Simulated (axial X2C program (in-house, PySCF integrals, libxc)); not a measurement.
**TaCN⁺: properties at the nuclei**

Calculated with an axial X2C code built on PySCF integrals: two-component X2C with atomic mean-field Coulomb and Gaunt terms, Gaussian nuclei, basis Ta dyall-v3z, C dyall-v3z, N dyall-av3z with contracted cores.

Ta–C–N held linear, with bonds 2.012 and 1.166 Å (near the PBE0 minimum at charge 1 of the determinant lowest at the starting distance; the state shown can have its own minimum elsewhere, held linear; other orders of the atoms were not compared).

Input and command:
```json
{"zs": [73, 6, 7], "q": 1, "bas": ["dyall-v3z", "dyall-v3z", "dyall-av3z"], "r0": [2.16, 1.16], "symm": 0, "scan": ["PBE0", "HF", "LDA"], "levels": ["PBE0", "HF", "r2SCAN"], "nst": 2}
```
```bash
python solin.py task.json out
```

Keys: zs atomic numbers; q charge; bas basis sets; r0 starting distance in Å; symm equal bonds; scan levels of the two-bond scan; levels methods; nst determinants followed.

Determinant lowest in the PBE0 search, Ω = 3/2 (⟨Sz⟩ = -1.47, ⟨Lz⟩ = 2.97 at PBE0), spin on the atoms Ta -1.48, C 0.08, N -0.07:

| level | Eeff magnitude (GV/cm) | Ws magnitude Ta (kHz) | A∥/gI Ta (MHz) | qzz Ta (a.u.) | A∥/gI C (MHz) | qzz C (a.u.) | A∥/gI N (MHz) | qzz N (a.u.) |
| --- | --- | --- | --- | --- | --- | --- | --- | --- |
| PBE0 | 15.6 | 9.53 | -2940 | -4.56 | 14 | -0.45 | 39.7 | -1.35 |
| HF | 13.1 | 7.9 | -2930 | -5.96 | 37.4 | -0.52 | 24.3 | -1.49 |
| r2SCAN | 18.5 | 11.6 | -3200 | -4.64 | 15.1 | -0.47 | 39.3 | -1.33 |

Determinant 0.30 eV from it at PBE0 and this distance, Ω = 1/2 (⟨Sz⟩ = 1.46, ⟨Lz⟩ = -0.96 at PBE0), spin on the atoms Ta 1.49, C -0.08, N 0.06:

```json
{"level": "PBE0", "Eeff magnitude (GV/cm)": "13.5", "Ws magnitude Ta (kHz)": "25.2", "A∥/gI Ta (MHz)": "10900", "qzz Ta (a.u.)": "-4.10", "A∥/gI C (MHz)": "-44.5", "qzz C (a.u.)": "-0.45", "A∥/gI N (MHz)": "101", "qzz N (a.u.)": "-1.35"}
{"level": "HF", "Eeff magnitude (GV/cm)": "11.3", "Ws magnitude Ta (kHz)": "21.1", "A∥/gI Ta (MHz)": "10600", "qzz Ta (a.u.)": "-5.27", "A∥/gI C (MHz)": "-129", "qzz C (a.u.)": "-0.51", "A∥/gI N (MHz)": "54.1", "qzz N (a.u.)": "-1.49"}
{"level": "r2SCAN", "Eeff magnitude (GV/cm)": "17", "Ws magnitude Ta (kHz)": "32.6", "A∥/gI Ta (MHz)": "11800", "qzz Ta (a.u.)": "-4.31", "A∥/gI C (MHz)": "-28.2", "qzz C (a.u.)": "-0.47", "A∥/gI N (MHz)": "107", "qzz N (a.u.)": "-1.32"}
```

Eeff is the effective electric field on the electron electric dipole moment in this Ω state and Ws the scalar–pseudoscalar constant of the nucleus named (defined with the proton number Z and per Ω); A∥ (defined per Ω) follows by multiplying with gI = μI/(I μN); qzz is the electric field gradient, eQq0 = 234.96 MHz × Q/barn × qzz. The operators were transformed with the bare-nucleus X2C matrices; with these basis sets, hyperfine constants and field gradients can be off by tens of per cent, and where levels differ in sign neither size nor sign is settled.

**Question.** With gI(181Ta) = 0.6773, Q(181Ta) = 3.17 barn, gI(14N) = 0.4038, Q(14N) = 0.02044 barn (g factors from the IAEA table of nuclear moments by Stone; Q from Pyykkö, Mol. Phys. 2018), turn the PBE0 values of the first state into constants in MHz.

**Answer.** A∥(181Ta) = -2940 × 0.6773 = -1990 MHz; eQq0(181Ta) = 234.96 × (3.17) × (-4.56) = -3400 MHz; A∥(14N) = 39.7 × 0.4038 = 16 MHz; eQq0(14N) = 234.96 × (0.02044) × (-1.35) = -6.48 MHz.

The molecule was held linear; bending was not examined, so a bent shape may lie lower.

Each state is one determinant with collinear spin, which with several unpaired electrons need not be a pure state. Unrestricted Hartree–Fock can overshoot spin polarisation at the nuclei. With several open shells hyperfine constants can be off by a factor of several. States lie within half an eV, so the first need not be the ground state. Where a field gradient or hyperfine factor spreads by more than a factor of two over the levels, a constant derived from it is not to be relied on. PBE0 term energies can be off by some tenths of an eV.
